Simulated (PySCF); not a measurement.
# Pt(2+): ionisation energy

Pt(2+) [Xe] 4f14 5d8 (3F) → Pt(3+) [Xe] 4f14 5d7 (4F), as a difference of total energies. Computed with PySCF 2.14 in def2-TZVP with the def2 core potential (60 electrons), with scalar relativity through the core potential. Correlated levels: valence: 5s2 5p6 frozen. The calculations carry no spin-orbit coupling.

```csv
method,ionisation energy (eV)
UHF,29.201
PBE,31.178
MN15,31.357
MP2 (valence),30.415
SCS-MP2 (valence),30.402
```

Question: How much does correlation contribute at MP2 (valence)?

Answer: 30.415 − (29.201) = 1.214 eV, measured against UHF.

The reference lies between the lowest fine-structure levels, while these numbers refer to the centres of the terms.

Errors of the correlated levels include the incompleteness of this basis and the frozen core.

For comparison: 29 ± 1.6 eV (theoretical estimate listed by NIST; NIST Atomic Spectra Database, ionization energies).
